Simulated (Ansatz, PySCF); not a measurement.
C4H7ClSi, SMILES C[SiH2]C=C=CCl.

The structure is a stationary point at B3LYP-D3(BJ)/def2-SVP. The structure was generated by enumeration; whether it is a known compound was not checked. Other conformers were not sampled.

Vertical ionisation energy (IE) and electron affinity (EA) in eV. Rows of orbital energies are one-electron estimates. Where ΔSCF, EOM or ADC give a negative EA the extra electron is unbound and the value depends on the basis.

```json
[
 {"level": "−ε(HOMO), −ε(LUMO), HF/def2-TZVP (PySCF)", "IE": "9.72", "EA": "-2.65"},
 {"level": "−ε(HOMO), −ε(LUMO), PBE/def2-TZVP (PySCF)", "IE": "5.93", "EA": "2.06"},
 {"level": "ΔSCF, PBE0/def2-SVPD (Ansatz), final states of multiplicity 2 and 2", "IE": "9.08", "EA": "-0.45"},
 {"level": "ΔSCF, PBE/def2-SVPD (Ansatz), final states of multiplicity 2 and 2", "IE": "8.84", "EA": "-0.31"}
]
```

Question: What vertical singlet–triplet gap does ΔSCF give with PBE0/def2-SVPD (Ansatz, a quantum-chemistry and plane-wave program) and with PBE/def2-SVPD (Ansatz)? (An estimate is asked for; the answer gives what the named calculation found.)

Answer: 3.91 and 3.72 eV (triplet above singlet where positive).
